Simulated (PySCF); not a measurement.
# Nb²⁹⁺: ionisation energy

Nb²⁹⁺ [Ne] 3s2 (1S) → Nb³⁰⁺ [Ne] 3s1 (2S), as a difference of total energies. Calculation: PySCF 2.14, in an even-tempered Gaussian basis (18 s from 4.1 bohr⁻², ratio 2.5; 11 p from 5.4 bohr⁻², ratio 2.5; 5 d from 20 bohr⁻², ratio 2.7; 4 f from 30 bohr⁻², ratio 2.7); scalar relativity by spin-free X2C-1e. Correlated levels: outer shells: 1s2 frozen; virtual orbitals above 40 to 60 times the deepest correlated orbital energy dropped. The calculations carry no spin-orbit coupling.

```csv
method,ionisation energy (eV)
UHF,1620.0
LDA,1623.6
PBE,1624.9
PBE0,1623.9
r2SCAN,1620.3
B2PLYP,1623.5
BLYP,1624.6
MP2 (outer shells),1623.0
SCS-MP2 (outer shells),1623.4
```

Problem. How much does correlation contribute at MP2 (outer shells)?

Solution. 1623.0 − (1620.0) = 3.0 eV, measured against UHF.

Breit and QED terms and the two-electron picture change are absent.

For comparison: 1625.9 ± 2.3 eV (semi-empirical (NIST evaluation); NIST Atomic Spectra Database, ionization energies).
